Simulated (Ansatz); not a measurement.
Reaction (formal exchange of groups at the Si–Ge bond): `[GeH3][SiH]1CS1` + `NCCN` → `N[SiH]1CS1` + `NC[CH2][GeH3]`

Program: Ansatz. Geometries: PBE0-D4/def2-TZVP. ΔE: electronic, gas phase. CCSD(T)/CBS is the MP2 limit (def2-TZVPP, def2-QZVPP) plus CCSD(T) − MP2 in def2-TZVPP, frozen cores. Functionals use def2-TZVPP. B3LYP here is the variant with VWN-RPA as its local correlation; programs differ in this. For Ge outer-core shells are correlated without core-valence functions, which leaves a few kJ/mol of doubt a bond. Scalar relativity is left out up to krypton. Each species was taken in one conformer, which may not be the lowest.

| level | ΔE (kJ/mol) | difference from CCSD(T)/CBS |
| --- | --- | --- |
| PBE-D4 | -75.3 | 20.0 |
| r2SCAN-D4 | -89.3 | 6.0 |
| PBE0-D4 | -81.0 | 14.3 |
| B3LYP-D4 | -88.7 | 6.6 |
| ωB97X-V | -90.3 | 5.0 |
| ωB97M-V | -94.8 | 0.5 |
| B2PLYP | -94.6 | 0.7 |
| PBE | -75.6 | 19.7 |
| r2SCAN | -89.4 | 5.9 |
| PBE0 | -81.4 | 13.9 |
| B3LYP | -89.2 | 6.1 |
| HF/def2-TZVPP | -101.5 | -6.2 |
| MP2/def2-TZVPP | -102.3 | -7.0 |
| SCS-MP2/def2-TZVPP | -100.8 | -5.5 |
| CCSD/def2-TZVPP | -95.2 | 0.1 |
| CCSD(T)/def2-TZVPP | -93.4 | 1.9 |
| HF/def2-QZVPP | -102.4 | -7.1 |
| MP2/def2-QZVPP | -103.7 | -8.4 |
| SCS-MP2/def2-QZVPP | -102.6 | -7.3 |
| HF/CBS(def2) | -102.6 | -7.3 |
| MP2/CBS(def2) | -104.2 | -8.9 |
| CCSD/CBS(def2) | -97.1 | -1.8 |
| CCSD(T)/CBS | -95.3 | 0 |

Largest T1 diagnostic among the species: 0.013.

From PBE to PBE0 (25 % exact exchange), in def2-TZVPP and without D4, ΔE moves by −5.7 kJ/mol.
